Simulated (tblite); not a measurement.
Q: What does the GFN2-xTB structure of `C=C(C)[Si](C)(C)[SiH2]C` look like in three dimensions?

A: 
```xyz
24
C6H16Si2 angstrom
C     -1.115    1.479   -1.584
C     -1.153    0.879   -0.401
C     -1.941    1.465    0.732
Si    -0.173   -0.711   -0.017
C      0.221   -1.598   -1.665
C     -1.313   -1.865    0.996
Si     1.746   -0.180    1.201
C      2.841    1.015    0.208
H     -1.648    2.398   -1.783
H     -0.555    1.075   -2.410
H     -2.399    2.411    0.451
H     -2.726    0.773    1.034
H     -1.297    1.628    1.596
H      0.642   -2.582   -1.484
H      0.944   -1.040   -2.253
H     -0.669   -1.728   -2.276
H     -0.837   -2.826    1.167
H     -2.257   -2.053    0.491
H     -1.537   -1.438    1.969
H      2.575   -1.343    1.556
H      1.439    0.475    2.486
H      3.701    1.346    0.783
H      3.215    0.544   -0.697
H      2.284    1.899   -0.091
```

Orientation and origin are arbitrary. Atoms count from 1 in this order. Si4 (four-coordinate silicon) is tetrahedral (angles from 107.4° to 112.7°). Si7 (SiH2 silicon) is distorted tetrahedral (angles from 104.9° to 114.1°). The C–C distances run from 1.326 Å (C1=C2, drawn double) to 1.500 Å (C2–C3, drawn single), a spread of 0.174 Å. Of the pairs four or more bonds apart, H9···H11 is among the closest relative to their van der Waals radii: 2.36 Å, 98 % of the sum of Bondi's values.

Bonds between heavy atoms (Å): C1=C2 1.326, C2–C3 1.500, C2–Si4 1.906, Si4–C5 1.913, Si4–C6 1.913, Si4–Si7 2.334, Si7–C8 1.902.

Structure optimised with GFN2-xTB, isolated species.

Point group: C1 (no symmetry element, even within 0.4 Å). Its lowest GFN2-xTB frequency is 8 cm⁻¹, too small to tell a flat minimum from a shallow saddle. The numbers are those of one conformer (C1–C2–Si4–C5 -22°, C2–Si4–Si7–C8 -59°).

The numbers are calculated, not measured.
